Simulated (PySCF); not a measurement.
Ru⁺: interval between two levels

Ru⁺ [Kr] 4d7 [4F9/2, M_J = 9/2] → Ru⁺ [Kr] 4d6 5s1 [6D9/2, M_J = 9/2], as a difference of total energies. All numbers are calculated (PySCF 2.14, the two-component X2C-1e Hamiltonian, in x2c-SVPall-2c with one added diffuse shell each of s, p, d type (7s9p7d1f, 76 functions)). Correlated levels: [Ar] 3d10 frozen; the 6 highest virtual spinors dropped. "Screened" scales the spin-orbit matrix elements by Boettger's factors to mimic the two-electron term; Breit and QED terms are absent.

```json
{"method": "GHF (spin-free)", "interval between two levels (cm⁻¹)": "2823.5"}
{"method": "GMP2 (spin-free)", "interval between two levels (cm⁻¹)": "6504.8"}
```

The spin-free rows relax to the high-spin LS determinant and lack the spin-orbit shift.

Errors of the correlated levels include the incompleteness of this basis and the frozen core.

The labels give the starting determinants; with spin-orbit coupling the two ends relaxed to ⟨J²⟩ = 24.77, ⟨L²⟩ = 12.12, ⟨S²⟩ = 3.73.

For comparison: 9151.4 cm⁻¹ (measured; NIST Handbook of Basic Atomic Spectroscopic Data (Sansonetti and Martin, J. Phys. Chem. Ref. Data 34, 1559 (2005))).
